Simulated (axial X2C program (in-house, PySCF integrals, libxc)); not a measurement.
Potential curves of SbCl, with spin–orbit coupling

All values were computed with an in-house all-electron X2C program for linear molecules (integrals from PySCF). Two-component (2c) means X2C with spin–orbit coupling and atomic mean-field two-electron Coulomb and Gaunt terms. Basis: Sb dyall-cv3z [11s12p8d4f1g], Cl dyall-av3z [9s8p3d2f] (cores contracted in-house); Gaussian nuclei, density fitting, unrestricted open shells. Masses: Sb 120.904 u, Cl 34.969 u.

State: Ω = 1 (⟨Sz⟩ = 0.99, ⟨Lz⟩ = 0.01 at PBE0). Energies in eV from the fragments at the same level (Sb + Cl). Fits are polynomials in 1 − R0/R over 0.85 to 1.23 times the lowest point R0.

| R (Å) | PBE0 |
| --- | --- |
| 2.0480 | -2.1764 |
| 2.1421 | -2.7457 |
| 2.2128 | -2.9833 |
| 2.2834 | -3.1017 |
| 2.3540 | -3.1310 |
| 2.4364 | -3.0824 |
| 2.5188 | -2.9710 |
| 2.6247 | -2.7671 |
| 2.7542 | -2.4660 |
| 2.9425 | -1.9946 |

The state is a single determinant with fixed occupations, the lowest that a limited PBE0 search found. De is counted from the lowest determinant-based energies of the atoms at the same level, without counterpoise correction. Density functionals use the spin component along the axis (collinear). In 2c an atomic determinant is not the ground J level, so De misses part of the atomic spin–orbit lowering. This holds for PBE0. PBE0 can misorder states that lie within some tenths of an eV, so this need not be the ground state of the molecule. The nearest other 2c determinant of the search, Ω = 0, lies 0.40 eV up at the distance of the search. Without a current term, density functionals place determinants with orbital angular momentum somewhat too high. With several unpaired electrons one determinant need not be a pure state. Open-shell Ω = 0 determinants with evenly filled partner blocks cannot be reached by this program, so the Ω shown need not be the lowest component. This is the Ω = 1 component of a π² triplet; the 0⁺ component is not one determinant and can lie lowest.

Problem. Fit the PBE0 curve near its minimum: give the equilibrium distance, the harmonic wavenumber and the well depth.

Solution. At PBE0, 2c: Re = 2.346 Å, ωe ≈ 370 cm⁻¹, De = 3.13 eV to Sb + Cl; Be follows as 0.113 cm⁻¹.
